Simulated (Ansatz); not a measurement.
HF$_{4}$OW (SMILES [OH][W+]([F])([F])([F])[F]), charge +1, singlet, at a GFN2-xTB geometry (such geometries of metal compounds can be far from the true shape) (the multiplicity is a formal guess) (core potentials on W); B3LYP/def2-SVP (Ansatz, a program for electronic structure).

Here is a job for Ansatz.
Ansatz 0.2 input:
```yaml
crystal:
  periodic: [false, false, false]
  atoms:
    - {symbol: W, position_ang: [0.00517043, 0.01064127, 0.00015456]}
    - {symbol: F, position_ang: [1.57163266, -0.84182049, -0.33845170]}
    - {symbol: F, position_ang: [-0.58071913, 0.17421454, 1.71045465]}
    - {symbol: F, position_ang: [-1.08889765, 0.46594466, -1.37493200]}
    - {symbol: F, position_ang: [-0.77847316, -1.60217707, -0.02327098]}
    - {symbol: O, position_ang: [0.78657628, 1.61885412, 0.02351321]}
    - {symbol: H, position_ang: [1.21289358, 2.49625856, 0.03625716]}
basis:
  gaussian:
    orbitals: def2-SVP
hamiltonian:
  xc: b3lyp
total_charge: 1
scf: {lower_state_search: off}
```

**Question.** Predict the main parts of the log of this Ansatz run.

**Answer.** 
```
Functional definition: B3LYP
these checks for a lower state are left out or cut short: stability, starts, cluster_reference, orbital_swaps, neighbouring_geometries, increment
1140 factors; their error is unknown
mean field evaluation 1: about -14721.0406 eV, gradient 1.2e2 eV
mean field evaluation 2: about -14543.1350 eV, gradient 3.2e2 eV
mean field evaluation 4: about -14741.9501 eV, gradient 3.4e1 eV
mean field evaluation 8: about -14744.0096 eV, gradient 2.0e-1 eV
mean field evaluation 16: about -14744.0674 eV, gradient 4.6e-5 eV
mean field -14744.06739260 eV, -541.8344827901 hartree, gradient 5.4e-6 eV, S^2 0.000000; 0 other end points of the search recorded, 0 dependent functions left out
reference -14744.06769538 eV, -541.8344939170 hartree; 29, 29 occupied and 78, 78 virtual orbitals, 1140 factors
Total energy: -14744.06769538 eV, -541.8344939170 hartree
Checks for a lower state left out: stability, starts, cluster_reference, orbital_swaps, neighbouring_geometries, increment
```
